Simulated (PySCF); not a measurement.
tert-butylarsine (C₄H₁₁As), SMILES C(C)(C)([AsH2])C.

Coordinates come from a PBE-D3(BJ)/def2-SVP optimisation.

Two levels are set side by side: TDA-PBE/def2-SVPD (PySCF) and TDA-B3LYP/def2-SVPD (PySCF). Vertical, same geometry. The lowest singlet is HOMO→LUMO 82 %, HOMO→LUMO+2 16 % with PBE and HOMO→LUMO 95 % with the other functional; states are paired by order. Differences are taken from unrounded values.

| quantity | TDA-B3LYP |
|---|---|
| lowest singlet excitation (eV) | 5.95 |
| lowest triplet excitation (TDA) (eV) | 5.06 |
| first bright state (f over 0.05) (eV) | 6.66 |
| its oscillator strength | 0.26 |

Question: What does TDA-PBE give, and how far is it from TDA-B3LYP? (The exact figures need the calculation; the answer reports its results.)

Answer: 
| quantity | TDA-PBE | TDA-PBE minus TDA-B3LYP |
|---|---|---|
| lowest singlet excitation (eV) | 5.60 | -0.35 |
| lowest triplet excitation (TDA) (eV) | 4.88 | -0.17 |
| first bright state (f over 0.05) (eV) | 6.42 | -0.24 |
| its oscillator strength | 0.23 | -0.03 |

A lower first singlet is the usual sign of a functional without exact exchange. Differences between two approximate levels are no errors against the true value.

Rough cost on one machine, each run with all the roots and properties that it gave: TDA-B3LYP against TDA-PBE about 2 times.
